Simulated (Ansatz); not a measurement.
Geometry optimisation, RKS B3LYP-D4/def2-SVP in Ansatz 0.2.0.

input.yaml

```yaml
crystal:
  periodic: [false, false, false]
  atoms:
    - { symbol: W, position_ang: [-0.06414, -0.127238, 0.188176] }
    - { symbol: Cl, position_ang: [-0.179569, -0.353777, 2.523478] }
    - { symbol: H, position_ang: [1.46043, 0.002471, -0.518603] }
    - { symbol: H, position_ang: [0.304048, 1.344676, -0.535718] }
    - { symbol: H, position_ang: [-1.357006, 0.712099, -0.480843] }
    - { symbol: H, position_ang: [0.494936, -1.520495, -0.565674] }
    - { symbol: H, position_ang: [-1.22226, -1.078625, -0.57103] }
    - { symbol: H, position_ang: [1.627659, 1.957734, 1.341236] }
    - { symbol: H, position_ang: [1.377403, 1.606555, 1.918178] }
basis:
  gaussian: { orbitals: def2-SVP }
hamiltonian:
  xc: b3lyp
  dispersion: d4
relax:
  f_tol: 0.03
  max_steps: 50
```

Run as:

```bash
$ ansatz run input.yaml --threads 2 --pin off --max-ram 3072MiB --backend cpu --events-out ev --progress --plain --runs-dir out
```

Task: Where does it end, and by what steps?

Result: It converged. After 5 steps the energy has fallen by 0.192 eV; H9 moved furthest, 0.74 Å.

| step | energy less start (eV) | largest force component (eV/Å) | accepted |
| --- | --- | --- | --- |
| 0 | 0.0000 | 1.306 | yes |
| 1 | -0.1330 | 0.562 | yes |
| 2 | -0.1681 | 0.158 | yes |
| 3 | -0.1862 | 0.135 | yes |
| 4 | -0.1918 | 0.045 | yes |
| 5 | -0.1919 | 0.021 | yes |

```xyz
9
Properties=species:S:1:pos:R:3
W -0.204 -0.290 0.110
Cl -0.341 -0.508 2.345
H 1.360 -0.116 -0.490
H 0.188 1.252 -0.440
H -1.474 0.575 -0.579
H 0.421 -1.642 -0.675
H -1.329 -1.214 -0.735
H 1.996 2.384 1.539
H 1.825 2.103 2.225
```

Whether the end is a true minimum wasn't checked by a vibrational analysis.

The run took 18 s on 2 threads of Arm Neoverse V1, on a shared host, peak memory 0.17 GiB.
